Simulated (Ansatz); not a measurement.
Telling isomers of AlH8NSi2 apart by their spectra

These gas-phase data were calculated for one isomer of AlH8NSi2 at PBE0-D4/def2-SVP (harmonic, unscaled wavenumbers; equilibrium rotational constants with average atomic masses):

```
rotational constants            : 4.915, 1.622, 1.255 GHz
all wavenumbers above 1500 cm⁻¹ : 3593, 2232, 2218, 2213, 2210, 2208, 2202, 1928
```

Candidates:

(1) `[AlH2][N]([SiH3])[SiH3]`, a singlet
(2) `[SiH3][NH][AlH][SiH3]`, a singlet
(3) `[AlH2][NH][SiH2][SiH3]`, a singlet

Which structure fits?

Candidate (2). The band at 3593 cm⁻¹ lies where the N–H stretch is expected; (1) has no mode between 3250 and 3800 cm⁻¹. 6 modes lie between 2000 and 2380 cm⁻¹, one for each Si–H bond, while (3) has 5.

The same quantities for all candidates:

|  | rotational constants (GHz) | wavenumbers above 1500 cm⁻¹ | E above the lowest, PBE0-D4/def2-SVP (kcal/mol) |
| --- | --- | --- | --- |
| (1) | 3.139, 3.034, 1.6 | 2246, 2243, 2226, 2218, 2216, 2212, 1962, 1953 | 0.0 |
| (2) | 4.915, 1.622, 1.255 | 3593, 2232, 2218, 2213, 2210, 2208, 2202, 1928 | 6.2 |
| (3) | 4.691, 1.851, 1.37 | 3584, 2235, 2229, 2218, 2193, 2185, 1960, 1951 | 8.7 |

Each candidate is one conformer. Programs: Ansatz 0.2.0.
